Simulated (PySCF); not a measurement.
A compound of formula C30H18O4S2Si has these computed shifts in ppm, with the number of atoms in brackets (GIAO KT3/pcSseg-1, gas phase, PySCF SCF with an in-house response code, fitting set def2-universal-JFIT, grid level 2, non-relativistic, on the GFN2-xTB geometry; 13C, 1H, 29Si against isolated TMS; 17O against isolated H2O; 33S against isolated CS2).

17O: 530.6 (2), 511.5 (2)
13C: 171.5 (2), 170.9 (2), 143.2 (2), 142.5 (2), 141.9 (2), 140.2 (2), 137.4 (2), 134.1 (2), 133.0 (2), 132.2 (2), 127.7 (2), 120.4 (2), 119.8 (2), 115.9 (2), -2.2 (2)
1H: 10.43 (2), 7.97 (2), 7.73 (2), 7.67 (2), 7.59 (2), 7.52 (2), 0.68 (6)
33S: 291.3 (2)
29Si: -5.0 (1)

Task: Which structure gave them?

Result: C[Si]1(C)c2cc(C=C3C(=O)c4cscc4C3=O)ccc2-c2ccc(C=C3C(=O)c4cscc4C3=O)cc21. Other isomers were not compared.
